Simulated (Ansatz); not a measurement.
Basis-set extrapolation for C$_{2}$H$_{4}$BFO$_{2}$ (`CC(=O)OBF`) (PBE0-D4/def2-TZVP geometry, frozen core, Ansatz). Multiplicity 1, RHF reference.

```json
{"": "HF", "def2-TZVPP": "-352.192880", "def2-QZVPP": "-352.209072"}
{"": "MP2 correlation", "def2-TZVPP": "-1.125848", "def2-QZVPP": "-1.214844"}
{"": "CCSD(T) correlation", "def2-TZVPP": "-1.190908", "def2-QZVPP": "not run"}
```

Energies in hartree. Use E(X) = E(∞) + A·exp(−7.88·√X) for Hartree–Fock and E(X) = E(∞) + B·X^(−2.97) for correlation, with X = 3 and 4, and add CCSD(T) minus MP2 of the smaller set to the MP2 limit.

**Question.** What is the CCSD(T) energy at the basis-set limit?

**Answer.** HF limit: -352.209072 + (-0.016192) × 0.13774 = -352.21130. MP2 limit: -1.214844 + (-0.088996) × 0.74074 = -1.28077. Higher-order term: -1.190908 − (-1.125848) = -0.06506. Total: -353.55713 hartree, 455.1 kJ/mol below CCSD(T)/def2-TZVPP.
